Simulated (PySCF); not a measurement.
## Dipole moment and polarisability of `C#CC1=C[C@@H](C)[Si@H](O)C1`

Compound: C₇H₁₀OSi.
Structure used (PBE0-D3(BJ)/def2-SVP), in Å, numbered top down from 1:
```
atom  x, y, z in Å
C1     2.4965    2.6444    1.4728
C2     1.6750    1.8565    1.0495
C3     0.7096    0.9602    0.5016
C4     0.2296   -0.1021    1.1886
C5    -0.8020   -0.9972    0.5607
C6    -2.1197   -1.0236    1.3433
Si7   -0.9311   -0.2940   -1.2052
O8    -0.3992   -1.3248   -2.4058
C9     0.1950    1.1985   -0.9043
H10    3.2230    3.3347    1.8594
H11    0.5756   -0.2979    2.2103
H12   -0.4088   -2.0313    0.5155
H13   -2.8469   -1.7057    0.8766
H14   -1.9658   -1.3578    2.3825
H15   -2.5797   -0.0236    1.3856
H16   -2.3225    0.0473   -1.6082
H17    0.5022   -1.6508   -2.3318
H18   -0.3321    2.1655   -0.9719
H19    1.0258    1.2570   -1.6282
```

Level: wB97X-D/def2-SVPD (PySCF), static field, nuclei fixed, core orbitals frozen in the response. The polarisability tensor in these axes (au):

```
x   114.40  31.80   8.15
y    31.80 115.59   3.71
z     8.15   3.71 103.58
```

Problem. What are the eigenvalues, a third of the trace, and Δα (Δα² = ½Σ(αi − αj)² over the three pairs)?

Solution. Principal values 82.67, 102.54 and 148.36 au; mean 111.19 au = 16.48 Å³ = 18.33 × 10⁻⁴⁰ C²·m²/J; Δα = 58.36 au (52 % of the mean).

Problem. What is the dipole moment, and where does it point?

Solution. (0.66, -0.38, 0.75) D, 1.07 D in size, pointing from the negative to the positive side. Measured along this direction, the outermost atoms are H16 at the negative end and H10 and H11 at the positive end.

Problem. What would n − 1 = 2πNα be for an ideal gas of these molecules at 350 K and 1 atm, electronic part alone?

Solution. N = p/kT = 2.0968 × 10¹⁹ cm⁻³, so n − 1 = 2π × N × 16.48 × 10⁻²⁴ cm³ = 2171 × 10⁻⁶ at long wavelengths, for an ideal gas.

Problem. What are the principal values of the traceless quadrupole moment, Θ = ½Σq(3rr − r²1), about the centre of nuclear charge?

Solution. -7.96, 3.19, 4.76 D·Å. The values depend on the origin, since the dipole doesn't vanish. The electronic extent ⟨r²⟩ about the same centre is 1607 bohr², a root-mean-square distance of 2.47 Å for the 74 electrons.

Problem. What molar refraction does this α imply?

Solution. Lorentz–Lorenz: R = (4π/3)N_A α = 2.5225 cm³/(mol·Å³) × 16.48 Å³ = 41.6 cm³/mol, in the limit of long wavelengths.

Problem. Find the Langevin capture rate constant for NH4+ (18.034 u) meeting this molecule (138.050 u), k = 2.342 × 10⁻⁹ cm³/s × √(α in Å³ / reduced mass in u).

Solution. The reduced mass is 15.95 u, so k = 2.38 × 10⁻⁹ cm³/s. The formula leaves out the permanent dipole, which adds to the capture rate.

One conformer (not necessarily the lowest) at the PBE0-D3(BJ)/def2-SVP geometry, without solvent, vibrations or thermal averaging.
